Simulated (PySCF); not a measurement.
BrGeH3Se, SMILES [Se]([GeH3])Br. Geometry optimised at PBE-D3(BJ)/def2-SVP. This is a generated structure with no PubChem entry under its InChIKey; it may be hypothetical.

Question: Give the equilibrium geometry at PBE-D3(BJ)/def2-SVP (PySCF confirms it by a frequency run) as a Z-matrix, and its point group. (Estimate from the structure and the level; the computed values follow.)

Answer: point group Cs.
```
Ge
H 1 1.5476
H 1 1.5476 2 111.11
H 1 1.5518 2 111.29 3 -124.61
Se 1 2.3859 2 109.48 3 121.04
Br 5 2.3655 1 95.59 2 -61.01
```
